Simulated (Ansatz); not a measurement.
Consider the ligand exchange at the Si–O bond: `F[SiH2][O][GeH3]` + `C[NH][GeH3]` → `C[N]([GeH3])[SiH2]F` + `[OH][GeH3]`.

Isolated molecules relaxed with PBE0-D4/def2-TZVP in Ansatz; ΔE leaves out vibrations. CCSD(T)/CBS is the MP2 limit (def2-TZVPP, def2-QZVPP) plus CCSD(T) − MP2 in def2-TZVPP, frozen cores. DFT in def2-TZVPP. For Ge outer-core shells are correlated without core-valence functions, which leaves a few kJ/mol of doubt a bond. Scalar relativity is left out up to krypton. Each species was taken in one conformer, which may not be the lowest.

`F[SiH2][O][GeH3]`:

Cartesian coordinates in Å:
```
F -0.857 -2.228 -0.007
Si -1.354 -0.725 -0.222
O -0.115 0.221 -0.643
Ge 1.370 0.822 0.139
H -2.334 -0.734 -1.327
H -1.943 -0.298 1.070
H 1.119 0.887 1.654
H 1.614 2.211 -0.460
H 2.500 -0.157 -0.204
```

`C[NH][GeH3]`:

Z-matrix (Å, degrees):
```
C
N 1 1.450
H 1 1.100 2 114.8
H 1 1.094 2 110.2 3 121.9
H 1 1.094 2 109.5 3 -120.8
Ge 2 1.838 1 118.0 3 67.0
H 2 1.010 1 111.6 3 -66.0
H 6 1.549 2 113.3 1 -56.3
H 6 1.536 2 107.2 1 -177.3
H 6 1.537 2 107.0 1 63.0
```

`C[N]([GeH3])[SiH2]F`:

Z-matrix (Å, degrees):
```
C
N 1 1.459
H 1 1.094 2 110.5
H 1 1.096 2 111.1 3 -118.8
H 1 1.096 2 112.4 3 120.2
Ge 2 1.849 1 115.2 3 171.7
Si 2 1.698 1 120.4 3 -17.9
H 6 1.532 2 107.8 1 -179.4
H 6 1.540 2 107.6 1 -58.7
H 6 1.541 2 109.6 1 59.6
F 7 1.605 2 113.6 1 -78.9
H 7 1.483 2 109.1 1 38.1
H 7 1.480 2 108.8 1 163.0
```

`[OH][GeH3]`:

Z-matrix (Å, degrees):
```
Ge
O 1 1.783
H 1 1.531 2 104.3
H 1 1.541 2 109.9 3 119.6
H 1 1.541 2 109.9 3 -119.6
H 2 0.959 1 112.7 3 180.0
```

```json
{"species": "`F[SiH2][O][GeH3]`", "RPA@PBE/def2-TZVPP energy (Eh)": "-2543.05935"}
{"species": "`C[NH][GeH3]`", "RPA@PBE/def2-TZVPP energy (Eh)": "-2172.83103"}
{"species": "`C[N]([GeH3])[SiH2]F`", "RPA@PBE/def2-TZVPP energy (Eh)": "-2562.49138"}
{"species": "`[OH][GeH3]`", "RPA@PBE/def2-TZVPP energy (Eh)": "-2153.38179"}
```

Work out ΔE.

ΔE = (-2562.49138) + (-2153.38179) − (-2543.05935) − (-2172.83103) = 0.01721 Eh = +45.2 kJ/mol. CCSD(T)/CBS gives +45.8 kJ/mol.

Largest T1 diagnostic among the species: 0.012.

In def2-TZVPP, CCSD(T) changes the Hartree–Fock value by −21.6 kJ/mol (the triples alone add −3.3 kJ/mol) and MP2 by −23.5 kJ/mol. The D4 term adds −6.1 kJ/mol with B3LYP and −3.4 kJ/mol with PBE0; it sums over pairs of atoms, weighted by their polarisabilities, and B3LYP, whose exchange is more repulsive, gets the larger term.

B3LYP here is the variant with VWN-RPA as its local correlation; programs differ in this.
